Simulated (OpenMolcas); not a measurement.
## Rh4+: input and output

Rh4+ among 6 point charges of -1.7 e arranged as a tetragonal octahedron (D4h), 2.01 Å from the ion, with the axial distance 2.271 Å. With inversion symmetry the input lists one of each pair of outer charges.

Input:

```
&GATEWAY
Coord
1

Rh 0.0 0.0 0.0
Basis=ANO-RCC-VDZP
Group=XYZ
NoMove
AngMom=0.0 0.0 0.0
AMFI
XField
3 Angstrom 0
2.010000 0.000000 0.000000 -1.700000
0.000000 2.010000 0.000000 -1.700000
0.000000 0.000000 2.271300 -1.700000
&SEWARD
* reference wave functions (RASSCF and RASSI steps not shown): 5 electrons in 5 orbitals (4d)
>>> COPY JOB001 $Project.JobIph
&CASPT2
Multistate=1 1
Frozen=8 6
IPEA=0.25
Imaginary=0.1
MaxIter=60
WThr=0.0 0.3 0.05
PrWF=0.5
NoMix
>>> COPY JOB002 $Project.JobIph
&CASPT2
Multistate=24 1 2 3 4 5 6 7 8 9 10 11 12 13 14 15 16 17 18 19 20 21 22
23 24
NoMult
Frozen=8 6
IPEA=0.25
Imaginary=0.1
MaxIter=60
WThr=0.0 0.3 0.05
PrWF=0.5
NoMix
>>> COPY JOB003 $Project.JobIph
&CASPT2
Multistate=75 1 2 3 4 5 6 7 8 9 10 11 12 13 14 15 16 17 18 19 20 21 22
23 24 25 26 27 28 29 30 31 32 33 34 35 36 37 38 39 40 41 42 43 44 45 46
47 48 49 50 51 52 53 54 55 56 57 58 59 60 61 62 63 64 65 66 67 68 69 70
71 72 73 74 75
NoMult
Frozen=8 6
IPEA=0.25
Imaginary=0.1
MaxIter=60
WThr=0.0 0.3 0.05
PrWF=0.5
NoMix
```

Launched by
```bash
OMP_NUM_THREADS=1 MOLCAS_MEM=1689 MOLCAS_PROJECT=a pymolcas a.inp > a.log  # once for each step of the input, in one work folder
```

Output, cut to the results:

```
--- CASPT2 ---
Orbital specifications:
      -----------------------

      Symmetry species                           1   2
                                                ag  au
      Frozen orbitals                            8   6
      Inactive orbitals                          1   3
      Active orbitals                            5   0
      Secondary orbitals                         7  13
      Deleted orbitals                           0   0
      Number of basis functions                 21  22
Type of calculation                        SS-CASPT2
      Fock operator                              state-specific
      IPEA shift                                 0.25
      Real shift                                 0.00
      Imaginary shift                            0.10
      The input orbitals will be transformed to quasi-canonical
Reference energy:       -4787.2952029755
      E2 (Non-variational):      -0.2348151663
      Shift correction:          -0.0000973741
      E2 (Variational):          -0.2349125404
      Total energy:           -4787.5301155159
      Residual norm:              0.0000001425
      Reference weight:           0.95564
      Contributions to the CASPT2 correlation energy
      Active & Virtual Only:         -0.0509057725
      One Inactive Excited:          -0.1197438441
      Two Inactive Excited:          -0.0641655497
::    CASPT2 Root  1     Total energy:  -4787.53011552
--- CASPT2 ---
Orbital specifications:
      -----------------------

      Symmetry species                           1   2
                                                ag  au
      Frozen orbitals                            8   6
      Inactive orbitals                          1   3
      Active orbitals                            5   0
      Secondary orbitals                         7  13
      Deleted orbitals                           0   0
      Number of basis functions                 21  22
Type of calculation                        SS-CASPT2
      Fock operator                              state-specific
      IPEA shift                                 0.25
      Real shift                                 0.00
      Imaginary shift                            0.10
      The input orbitals will be transformed to quasi-canonical
Reference energy:       -4787.1720610744
      E2 (Non-variational):      -0.2425510269
      Shift correction:          -0.0001027538
      E2 (Variational):          -0.2426537807
      Total energy:           -4787.4147148551
      Residual norm:              0.0000000639
      Reference weight:           0.95441
      Contributions to the CASPT2 correlation energy
      Active & Virtual Only:         -0.0538307498
      One Inactive Excited:          -0.1217112454
      Two Inactive Excited:          -0.0670090317
Reference energy:       -4787.1715574669
      E2 (Non-variational):      -0.2437658559
      Shift correction:          -0.0001057928
      E2 (Variational):          -0.2438716488
      Total energy:           -4787.4154291157
      Residual norm:              0.0000000777
      Reference weight:           0.95387
      Contributions to the CASPT2 correlation energy
      Active & Virtual Only:         -0.0541220123
      One Inactive Excited:          -0.1229936737
      Two Inactive Excited:          -0.0666501699
::    CASPT2 Root  1     Total energy:  -4787.41471486
::    CASPT2 Root  2     Total energy:  -4787.41542912
::    CASPT2 Root  3     Total energy:  -4787.41542911
::    CASPT2 Root  4     Total energy:  -4787.40578317
::    CASPT2 Root  5     Total energy:  -4787.40578317
::    CASPT2 Root  6     Total energy:  -4787.40431480
::    CASPT2 Root  7     Total energy:  -4787.40221914
::    CASPT2 Root  8     Total energy:  -4787.40120891
::    CASPT2 Root  9     Total energy:  -4787.40067630
::    CASPT2 Root 10     Total energy:  -4787.38703338
::    CASPT2 Root 11     Total energy:  -4787.38703339
::    CASPT2 Root 12     Total energy:  -4787.38085276
::    CASPT2 Root 13     Total energy:  -4787.37785650
::    CASPT2 Root 14     Total energy:  -4787.37586824
::    CASPT2 Root 15     Total energy:  -4787.36982565
::    CASPT2 Root 16     Total energy:  -4787.36982566
::    CASPT2 Root 17     Total energy:  -4787.36566017
::    CASPT2 Root 18     Total energy:  -4787.32178634
::    CASPT2 Root 19     Total energy:  -4787.32038967
::    CASPT2 Root 20     Total energy:  -4787.31994028
::    CASPT2 Root 21     Total energy:  -4787.31994027
::    CASPT2 Root 22     Total energy:  -4787.30906989
::    CASPT2 Root 23     Total energy:  -4787.30158212
::    CASPT2 Root 24     Total energy:  -4787.30158213
--- CASPT2 ---
Orbital specifications:
      -----------------------

      Symmetry species                           1   2
                                                ag  au
      Frozen orbitals                            8   6
      Inactive orbitals                          1   3
      Active orbitals                            5   0
      Secondary orbitals                         7  13
      Deleted orbitals                           0   0
      Number of basis functions                 21  22
Type of calculation                        SS-CASPT2
      Fock operator                              state-specific
      IPEA shift                                 0.25
      Real shift                                 0.00
      Imaginary shift                            0.10
      The input orbitals will be transformed to quasi-canonical
Reference energy:       -4787.1202492584
      E2 (Non-variational):      -0.2433004536
      Shift correction:          -0.0001010231
      E2 (Variational):          -0.2434014767
      Total energy:           -4787.3636507351
      Residual norm:              0.0000005478
      Reference weight:           0.95458
      Contributions to the CASPT2 correlation energy
      Active & Virtual Only:         -0.0519540785
      One Inactive Excited:          -0.1266270735
...
```

Spin-orbit levels above the lowest (labels of D4, the rotations of D4h), with the averaged single-state CASPT2 energies on the diagonal:

```tsv
E (cm-1)	Degeneracy	Label	2S+1	g
0	2	E1/2	6	2.00 5.99 5.99
1	2	E3/2	6	0.54 0.54 5.93
5	2	E3/2	6	0.54 0.54 9.93
24460	2	E1/2	4	3.42 3.42 4.28
24470	2	E3/2	4	0.85 3.30 3.30
24900	2	E1/2	4	0.75 2.03 2.03
25110	2	E3/2	4	1.11 1.83 1.83
25420	2	E3/2	4	0.60 1.37 1.37
25720	2	E1/2	4	1.18 2.61 2.61
26710	2	E3/2	4	1.93 1.93 2.19
27020	2	E3/2	4	2.59 3.23 3.23
27080	2	E1/2	4	0.34 0.34 2.68
27600	2	E1/2	4	0.64 3.25 3.25
27620	2	E3/2	4	1.29 3.63 3.63
27640	2	E1/2	4	2.45 2.45 5.03
28050	2	E3/2	4	2.00 4.86 4.86
28160	2	E1/2	4	0.76 0.76 6.54
28210	2	E1/2	4	0.39 2.41 2.41
28250	2	E3/2	4	0.19 0.19 5.89
28390	2	E3/2	4	0.20 0.20 5.70
```

Point charges give a weaker field than real ligands, and real ions of this kind are as a rule low spin; the high spin found here belongs to the model. Free-ion shares, where given, are those of the reference states; single-state CASPT2 does not remix them. This is an electrostatic model: the charges have no orbitals. No measured value stands beside these numbers.

The CASPT2 steps took 11 s on 1 thread of Arm Neoverse N1 (shared host); the integral step is not counted.
